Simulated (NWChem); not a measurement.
Molecule: WNH2O2Cl; SMILES [NH2][W](=[O])(=[O])[Cl]

```xyz
7

W      0.0532    -0.1909     0.0000
O      0.8786    -0.7152    -1.3933
O      0.8786    -0.7152     1.3933
Cl    -0.1166     2.0972     0.0000
N     -1.6768    -1.0429     0.0000
H     -2.1373    -1.3899    -0.8385
H     -2.1373    -1.3899     0.8385
```
Atoms are numbered in this order, from 1.

Program: NWChem. Geometry: optimised at PBE0/def2-SVP. Not confirmed as a minimum by frequencies. def2 effective core potentials on W; no spin-orbit coupling. Vertical excitations in the gas phase.

**Question.** Estimate the computed values for Hartree-Fock/def2-SVP, CIS. Quantities: lowest excitation, singlet (eV); oscillator strength of that lowest state; orbital gap (eV).

**Answer.** 
* **lowest excitation, singlet (eV)**: 5.98
* **oscillator strength of that lowest state**: 0.001
* **orbital gap (eV)**: 13.85
